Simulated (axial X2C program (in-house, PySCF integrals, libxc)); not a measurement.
# Curves of MnSH⁺ from open-shell CI on d5 s0 p(π)0

Computed with an axial X2C code built on PySCF integrals: two-component X2C with atomic mean-field Coulomb and Gaunt terms, basis Mn dyall-v3z, S dyall-v3z, H dyall-v3z (cores contracted in-house). Orbitals come from Hartree–Fock averaged over the configuration Mn d5 s0 p(π)0; CI then distributes these electrons over the d, s, p(π) shells of Mn.

Scan along the Mn–S bond with SH moving as one mass, its bond held at 1.340 Å; masses Mn 54.938 u, S 31.972 u, H 1.008 u. Energies in cm⁻¹ from the lowest point; levels are followed by energy order within each Ω. Lowest level at 2.136 Å: 100% d5.

| R (Å) | (1)Ω=1/2 | (1)Ω=3/2 | (1)Ω=5/2 |
| --- | --- | --- | --- |
| 1.986 | 3138 | 3138 | 3138 |
| 2.061 | 962 | 962 | 962 |
| 2.136 | 0 | 0 | 0 |
| 2.221 | 21 | 21 | 22 |
| 2.307 | 930 | 930 | 930 |
| 2.403 | 2687 | 2687 | 2687 |
| 2.520 | 5523 | 5523 | 5523 |

(1) Fit the curves (1)Ω=1/2, (1)Ω=3/2, (1)Ω=5/2 near their minima.

There is no dynamic correlation: spin–orbit spacings and, for f shells, spacings inside one term are the most reliable numbers, splittings between terms come out too wide, and energies between configurations are not reliable, so the lowest level need not be the ground state of the molecule. For d shells the ligand-field splittings (σ, π, δ) and their order can be off by a thousand cm⁻¹ or more. At most 4 roots were kept for each Ω > 0 (twice that for Ω = 0) within 3.2 eV of the lowest, so higher up levels can be missing between those listed; levels with Ω > 0 are doubly degenerate and listed once, Ω = 0 levels singly. States that fill the shells left empty in the average are placed too high. The molecule was held linear; bending was not examined. Hydrosulfides and their kin are strongly bent in nature, so this linear model does not describe the real molecule.

Results:

(1) From the open-shell CI curves, Te from the lowest:

```json
{"level": "(1)Ω=1/2", "Te (cm⁻¹)": "0", "Re (Å)": "2.176", "ωe (cm⁻¹)": "482.3"}
{"level": "(1)Ω=3/2", "Te (cm⁻¹)": "0", "Re (Å)": "2.176", "ωe (cm⁻¹)": "482.3"}
{"level": "(1)Ω=5/2", "Te (cm⁻¹)": "0", "Re (Å)": "2.176", "ωe (cm⁻¹)": "482.3"}
```

Without dynamic correlation distances can be off by several hundredths of an Å (long for ionic bonds, short for multiple bonds) and the wavenumbers are rough.
